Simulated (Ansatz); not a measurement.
Total energies of CH3BClI, SMILES `CB(Cl)I`.

```xyz
7

C    -0.429    0.077    0.653
B     0.522   -0.030   -0.567
Cl    2.214    0.373   -0.466
I    -0.234   -0.696   -2.451
H     0.069    0.443    1.551
H    -1.271    0.735    0.416
H    -0.871   -0.902    0.865
```

The species carries charge 0 and has multiplicity 1. Correlated methods include outer-core shells of I, which these sets cover unevenly. I: def2 effective core potential. The geometry is a stationary point of PBE0-D4/def2-TZVP. Basis def2-TZVPP, Ansatz 0.2.0.

RPA on PBE orbitals: Hartree–Fock energy of these orbitals -820.53146 Eh, correlation -1.39359 Eh (frozen core).

| functional | energy without D4 (Eh) | D4 term (kJ/mol) |
| --- | --- | --- |
| BLYP | -822.68602 | -38.4 |
| B3LYP | -822.89963 | -29.0 |

Give the same for LDA (SPW92), PBE, revPBE, r2SCAN, B97M-V, PBE0, r2SCANh, r2SCAN0, HSE06 (plane-wave form), BHLYP, CAM-B3LYP, LC-ωPBE, ωB97X-V, ωB97M-V, B2PLYP, PBE-QIDH. (Estimate.)

Ansatz gave: 
| functional | energy without D4 (Eh) | D4 term (kJ/mol) |
| --- | --- | --- |
| LDA (SPW92) | -820.22085 | – |
| PBE | -822.48502 | -17.6 |
| revPBE | -822.72082 | -48.0 |
| r2SCAN | -822.82954 | -4.0 |
| B97M-V | -822.66518 | – |
| PBE0 | -822.56212 | -15.0 |
| r2SCANh | -822.81633 | -4.3 |
| r2SCAN0 | -822.79732 | -4.8 |
| HSE06 (plane-wave form) | -822.54855 | -14.1 |
| BHLYP | -822.69708 | -24.5 |
| CAM-B3LYP | -822.75771 | -15.5 |
| LC-ωPBE | -822.64688 | – |
| ωB97X-V | -822.68721 | – |
| ωB97M-V | -822.70901 | – |
| B2PLYP | -822.42334 | – |
| PBE-QIDH | -822.31835 | – |

B3LYP takes the VWN-RPA correlation (the form of Gaussian; ORCA's B3LYP/G). HSE06 is the plane-wave form, built on full-range PBE exchange. The double hybrids freeze the cores in their second-order part.

LC-ωPBE has ω = 0.4 bohr⁻¹.
